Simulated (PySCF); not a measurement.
Al(H)2(OSiH3), SMILES [O]([AlH2])[SiH3] (H5AlOSi), singlet, PBE0/def2-SVP optimised geometry.

```
8

Al    -0.57     1.35     0.00
H      0.43     2.52     0.34
H     -2.10     1.56    -0.34
O      0.03    -0.24     0.00
Si     0.61    -1.79     0.00
H      0.13    -2.51     1.22
H      2.10    -1.79     0.00
H      0.13    -2.52    -1.21
```

Density from PBE0/def2-TZVP run with PySCF at that geometry.

Minimum of the electron density along straight lines between bonded atoms, close to the bond critical point (lines longer than 1.1 times the sum of covalent radii, or with two minima, are not listed):

```tsv
bond	length / Å	ρ at the minimum / e bohr⁻³	∇²ρ there / e bohr⁻⁵	position (fraction from the first atom)
Al1–H2	1.583	0.084	0.21	0.50
Al1–H3	1.583	0.084	0.21	0.50
Al1–O4	1.700	0.104	0.79	0.43
O4–Si5	1.647	0.133	0.83	0.59
Si5–H6	1.495	0.121	0.14	0.49
Si5–H7	1.495	0.121	0.15	0.49
Si5–H8	1.495	0.121	0.15	0.49
```
